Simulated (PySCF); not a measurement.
PySCF job for CdClH₂N, SMILES [NH2][Cd][Cl], TDA-M06-2X/def2-SVPD. Coordinates come from a B3LYP-D3(BJ)/def2-TZVP optimisation. The def2 effective core potentials stand for the cores of Cd; spin–orbit coupling is left out. Other conformers were not sampled.

```python
import numpy as np
from pyscf import gto, scf, dft, tdscf

mol = gto.M(
    atom='''
    Cd    0.27108600   -0.01394508    0.00000000
    Cl   -2.02526240    0.01503251   -0.00000000
    N     2.29103718    0.14828215    0.00000000
    H     2.69003628   -0.31208187    0.81250736
    H     2.69003629   -0.31208186   -0.81250738
    ''',
    basis='def2-SVPD',
    ecp={'Cd': 'def2-svp'},
    charge=0,
    spin=0,
    symmetry=True,
    max_memory=1600,
    verbose=4,
)
mf = dft.RKS(mol, xc='m06-2x').density_fit(auxbasis='def2-universal-jkfit')
mf.grids.level = 4
mf.conv_tol = 1e-9
mf.max_cycle = 100
mf.kernel()
mf.grids = dft.Grids(mol).set(level=2).build(with_non0tab=True)  # coarser grid for the response kernel
td = tdscf.TDA(mf)
td.singlet = True
td.nstates = 10
td.conv_tol = 1e-4
td.kernel(x0=td.get_init_guess(mf, 15))
td.analyze()
tt = tdscf.TDA(mf)
tt.singlet = False
tt.nstates = 4
tt.conv_tol = 1e-4
tt.kernel(x0=tt.get_init_guess(mf, 9))
tt.analyze(verbose=3)
```

Log of the run:

```
PySCF version 2.14.0

[INPUT] verbose = 4
[INPUT] num. atoms = 5
[INPUT] num. electrons = 46
[INPUT] charge = 0
[INPUT] spin (= nelec alpha-beta = 2S) = 0
[INPUT] symmetry True subgroup None
[INPUT] Mole.unit = angstrom
[INPUT] Symbol           X                Y                Z      unit          X                Y                Z       unit  Magmom
[INPUT]  1 Cd     0.271086000000  -0.013945080000   0.000000000000 AA    0.512278296204  -0.026352381985   0.000000000000 Bohr   0.0
[INPUT]  2 Cl    -2.025262400000   0.015032510000   0.000000000000 AA   -3.827191266379   0.028407326865   0.000000000000 Bohr   0.0
[INPUT]  3 N      2.291037180000   0.148282150000   0.000000000000 AA    4.329432811396   0.280212652662   0.000000000000 Bohr   0.0
[INPUT]  4 H      2.690036280000  -0.312081870000   0.812507360000 AA    5.083431834344  -0.589749262742   1.535416384593 Bohr   0.0
[INPUT]  5 H      2.690036290000  -0.312081860000  -0.812507380000 AA    5.083431853241  -0.589749243845  -1.535416422388 Bohr   0.0

nuclear repulsion = 149.096959763108
point group symmetry = Cs
symmetry origin: [ 7.66105257e-10  3.83052592e-09 -5.10736792e-10]
symmetry axis x: [ 1.00000000e+00 -2.39462789e-10 -5.02847279e-10]
symmetry axis y: [-2.39462790e-10 -1.00000000e+00 -1.96507108e-09]
symmetry axis z: [-5.02847278e-10  1.96507103e-09 -1.00000000e+00]
num. orbitals of irrep A' = 64
num. orbitals of irrep A" = 33
number of shells = 39
number of NR pGTOs = 155
number of NR cGTOs = 97
basis = def2-SVPD
ecp = {'Cd': 'def2-svp'}


[settings echo left out]
init E= -669.36839184362
HOMO (A') = -0.697547702619745  LUMO (A') = -0.584698693093635  gap/eV = 3.07078
cycle= 1 E= -682.837475842727  delta_E= -13.5  |g|=  1.8  |ddm|= 5.12
HOMO (A') = -0.0485915663060459  LUMO (A') = 0.0293904526851577  gap/eV = 2.12200
cycle= 2 E= -682.297198530114  delta_E= 0.54  |g|= 2.77  |ddm|= 5.43
HOMO (A') = -0.307961821242131  LUMO (A') = -0.0243745716751568  gap/eV = 7.71680
cycle= 3 E= -683.636494260044  delta_E= -1.34  |g|= 0.11  |ddm|= 2.38
HOMO (A') = -0.328322016346884  LUMO (A') = -0.0334999544623906  gap/eV = 8.02252
cycle= 4 E= -683.640228549502  delta_E= -0.00373  |g|= 0.0601  |ddm|= 0.317
HOMO (A') = -0.316896434737862  LUMO (A') = -0.0292003703274326  gap/eV = 7.82861
cycle= 5 E= -683.641033775344  delta_E= -0.000805  |g|= 0.0262  |ddm|= 0.114
HOMO (A') = -0.322895388119482  LUMO (A') = -0.0301915281663953  gap/eV = 7.96488
cycle= 6 E= -683.641223310954  delta_E= -0.00019  |g|= 0.00808  |ddm|= 0.0455
HOMO (A') = -0.32229913024667  LUMO (A') = -0.0306070352847415  gap/eV = 7.93735
cycle= 7 E= -683.641250080817  delta_E= -2.68e-05  |g|= 0.00184  |ddm|= 0.0201
HOMO (A') = -0.322154377565208  LUMO (A') = -0.0305718655128423  gap/eV = 7.93436
cycle= 8 E= -683.641251891445  delta_E= -1.81e-06  |g|= 0.00057  |ddm|= 0.00545
HOMO (A') = -0.322073425877225  LUMO (A') = -0.0305274744613326  gap/eV = 7.93337
cycle= 9 E= -683.641252056026  delta_E= -1.65e-07  |g|= 0.000154  |ddm|= 0.00167
HOMO (A') = -0.322077597284645  LUMO (A') = -0.0305361427114629  gap/eV = 7.93325
cycle= 10 E= -683.641252069126  delta_E= -1.31e-08  |g|= 5.51e-05  |ddm|= 0.000431
HOMO (A') = -0.32208163360306  LUMO (A') = -0.0305393460826686  gap/eV = 7.93327
cycle= 11 E= -683.641252070789  delta_E= -1.66e-09  |g|= 2.04e-05  |ddm|= 0.00016
HOMO (A') = -0.322080454650996  LUMO (A') = -0.0305384219138063  gap/eV = 7.93326
cycle= 12 E= -683.641252070957  delta_E= -1.68e-10  |g|= 5.08e-06  |ddm|= 4.61e-05
HOMO (A') = -0.322080583235379  LUMO (A') = -0.0305386548095229  gap/eV = 7.93326
Extra cycle  E= -683.641252070969  delta_E= -1.18e-11  |g|= 3.5e-06  |ddm|= 1.26e-05
converged SCF energy = -683.641252070969
tot grids = 47888


******** <class 'pyscf.tdscf.rks.TDA'> for <class 'pyscf.df.df_jk.DFSymAdaptedRKS'> ********
nstates = 10 singlet
deg_eia_thresh = 1.000e-03
wfnsym = None
conv_tol = 0.0001
eigh lindep = 1e-12
eigh level_shift = 0
eigh max_cycle = 100


Excitation energies (eV)
[4.9280891  5.89533628 6.09408082 6.10176333 6.49789092 7.1423068
 7.1639738  7.31806285 7.41990776 7.44677594]

** Singlet excitation energies and oscillator strengths **
Excited State   1:   A'      4.92809 eV    251.59 nm  f=0.0746
      23 -> 24        0.66139
      23 -> 26        0.15636
Excited State   2:   A"      5.89534 eV    210.31 nm  f=0.0091
      22 -> 24        0.12884
      23 -> 25        0.68726
Excited State   3:   A"      6.09408 eV    203.45 nm  f=0.0326
      22 -> 24       -0.67395
      22 -> 27        0.10261
      23 -> 25        0.13071
Excited State   4:   A'      6.10176 eV    203.19 nm  f=0.0256
      21 -> 24        0.66360
      23 -> 26        0.17258
Excited State   5:   A'      6.49789 eV    190.81 nm  f=0.0673
      19 -> 24        0.15602
      20 -> 24       -0.18543
      21 -> 24        0.14754
      23 -> 24        0.10309
      23 -> 26       -0.62084
Excited State   6:   A"      7.14231 eV    173.59 nm  f=0.0019
      21 -> 25        0.69434
Excited State   7:   A'      7.16397 eV    173.07 nm  f=0.0416
      20 -> 24       -0.37345
      22 -> 25        0.57363
Excited State   8:   A'      7.31806 eV    169.42 nm  f=0.0297
      19 -> 24       -0.17834
      20 -> 24        0.20114
      21 -> 26       -0.17248
      22 -> 25        0.14629
      23 -> 27        0.52020
      23 -> 28        0.27867
Excited State   9:   A'      7.41991 eV    167.10 nm  f=0.0728
      19 -> 24        0.15430
      20 -> 24        0.25979
      21 -> 26       -0.53262
      22 -> 25        0.17337
      23 -> 27       -0.22461
Excited State  10:   A"      7.44678 eV    166.49 nm  f=0.0006
      22 -> 26        0.69229

** Transition electric dipole moments (AU) **
state          X           Y           Z        Dip. S.      Osc.
  1         0.6775      0.3992      0.0000      0.6183      0.0746
  2         0.0000     -0.0000     -0.2514      0.0632      0.0091
  3         0.0000     -0.0000     -0.4675      0.2186      0.0326
  4         0.1216      0.3958      0.0000      0.1714      0.0256
  5         0.2092      0.6157     -0.0000      0.4229      0.0673
  6         0.0000      0.0000     -0.1030      0.0106      0.0019
  7        -0.4866     -0.0132      0.0000      0.2369      0.0416
  8         0.2349      0.3323      0.0000      0.1656      0.0297
  9         0.6262     -0.0906     -0.0000      0.4004      0.0728
 10         0.0000      0.0000      0.0585      0.0034      0.0006

WARN: ECP detected. Skipping calculation of transition velocity and magnetic dipole moments, which have not yet been implemented.



******** <class 'pyscf.tdscf.rks.TDA'> for <class 'pyscf.df.df_jk.DFSymAdaptedRKS'> ********
nstates = 4 triplet
deg_eia_thresh = 1.000e-03
wfnsym = None
conv_tol = 0.0001
eigh lindep = 1e-12
eigh level_shift = 0
eigh max_cycle = 100


Excitation energies (eV)
[4.17957343 5.77662635 5.77930319 5.82882121]

** Triplet excitation energies and oscillator strengths **
Excited State   1:   A'      4.17957 eV    296.64 nm  f=0.0000
Excited State   2:   A'      5.77663 eV    214.63 nm  f=0.0000
Excited State   3:   A"      5.77930 eV    214.53 nm  f=0.0000
Excited State   4:   A"      5.82882 eV    212.71 nm  f=0.0000
```

Self-consistency was reached.
